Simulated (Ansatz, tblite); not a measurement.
Cost and result up the ladder for the cluster CrO₃⁻ (4 atoms). The state is a doublet with charge -1. Geometry: PBE-D4/def2-TZVPD.

```tsv
atom	x (Å)	y (Å)	z (Å)
Cr1	0.001	0.001	0.004
O2	1.568	-0.142	-0.441
O3	-0.851	-1.328	0.433
O4	-0.718	1.469	0.005
```

Ansatz on 4 threads of Intel Xeon Platinum 8488C on a shared host; xTB runs through tblite on one thread. Times are rough, summed over both states, and most runs start from the orbitals of an earlier one. ωB97X-V/def2-TZVPD serves as the yardstick here, not as an exact answer. The other state is a quartet at its own geometry.

The xTB rows come from tblite. HSE06 is defined as in plane-wave codes, on full-range PBE exchange. Correlated methods freeze 8 core orbitals; core or outer-core shells of Cr are correlated, in sets that lack core-valence functions. The structure comes from a short search, and lower isomers may exist.

Run but left out: HF/STO-3G, HF/def2-TZVPD, MP2/def2-TZVPD (doublet: ⟨S²⟩ 2.59 to 2.76, where a pure state has 0.75); HF/def2-SVPD, MP2/def2-SVPD, CCSD/def2-SVPD, CCSD(T)/def2-SVPD (flagged by the program: large difference).

Correlated methods converge slowly with the basis.

xTB has no spin-polarisation term.

```tsv
level	functions	quartet − doublet (eV)	difference from ωB97X-V/def2-TZVPD (eV)	remarks
r2SCAN-D4/def2-TZVPD (with forces)	168	2.09	0.43	HOMO above zero (quartet)
GFN1-xTB	21	3.42	1.76	–
HSE06-D4/def2-TZVPD	168	1.67	0.01	–
ωB97X-V/def2-TZVPD	168	1.66	0.00	–
PBE-D4/def2-TZVPD	168	2.34	0.68	HOMO above zero (quartet)
CAM-B3LYP-D4/def2-TZVPD	168	1.62	-0.04	–
RPA@PBE/def2-TZVPD	168	2.10	0.43	–
GFN2-xTB	21	3.04	1.37	–
LDA (SPW92)/def2-TZVPD	168	2.69	1.03	HOMO above zero (quartet)
PBE0-D4/def2-TZVPD	168	1.67	0.00	–
```

Task: Estimate how long each takes.

Result: GFN1-xTB 0.006 s; GFN2-xTB 0.01 s; LDA (SPW92)/def2-TZVPD 2 s; PBE-D4/def2-TZVPD 3 s; RPA@PBE/def2-TZVPD 6 s; PBE0-D4/def2-TZVPD 7.6 s; HSE06-D4/def2-TZVPD 7.7 s; r2SCAN-D4/def2-TZVPD (with forces) 9.5 s; CAM-B3LYP-D4/def2-TZVPD 9.9 s; ωB97X-V/def2-TZVPD 21 s. On shared hardware such times vary by a factor of up to 3.
